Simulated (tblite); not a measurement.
C7H9 (doublet state).
Numbering: `[CH2:1]=[CH:2][C:3]12[CH2:4][C:5]([CH2:6]1)[CH2:7]2` (hydrogens: H8, H9 on C1; H10 on C2; H11, H12 on C4; H13, H14 on C6; H15, H16 on C7)

Cartesian coordinates in Å at the GFN2-xTB level; atoms count from 1:
```
atom  x, y, z in Å
C1     2.266    0.242   -0.316
C2     1.032    0.201   -0.787
C3    -0.167    0.010    0.067
C4    -1.627    0.070   -0.410
C5    -1.600   -0.235    1.094
C6    -0.544    0.856    1.303
C7    -0.493   -1.271    0.871
H8     2.477    0.143    0.736
H9     3.114    0.376   -0.965
H10    0.834    0.301   -1.846
H11   -1.962   -0.723   -1.072
H12   -2.007    1.041   -0.713
H13    0.098    0.770    2.174
H14   -0.842    1.883    1.117
H15    0.154   -1.501    1.711
H16   -0.743   -2.156    0.294
```

All values are computed: GFN2-xTB (tblite) harmonic vibrations without scaling, gas phase. The method is semi-empirical: single wavenumbers can be off by several per cent or more. One conformer, not necessarily the lowest. Open shells enter through the occupations alone, without spin polarisation, and single modes of such species can be off by tens of per cent. The optimisation stopped once no atom felt more than 0.01 eV/Å.

Lowest wavenumbers of the output (negative numbers stand for imaginary wavenumbers):
```
mode    cm-1
  1     -65.2
  2     193.9
  3     224.8
  4     416.1
  5     518.2
  6     539.7
  7     617.8
  8     638.0
  9     788.4
 10     799.3
```

**Question.** Is this structure a minimum?

**Answer.** No. 1 mode is imaginary beyond 20i (65i cm⁻¹), so at this level the point lies at or near a first-order saddle.

**Question.** Which atoms move in the imaginary mode?

**Answer.** 65i: C1 (carbon bonded to C and 2 H) 23 %, H8 (hydrogen on carbon) 21 %, H10 (hydrogen on carbon) 20 %, C2 (carbon bonded to 2 C and H) 17 %. These are shares of the mass-weighted motion.

**Question.** What is the remedy?

**Answer.** Step along that mode in both directions, optimise again with tighter thresholds and repeat the frequencies. The zero-point energy of this point (84.2 kcal/mol) counts the 41 real modes alone, and thermal corrections from it aren't those of a minimum.

The run took 0.32 s on one thread, Arm Neoverse V2 (aarch64), shared host. This covers the Hessian and the dipole derivatives.
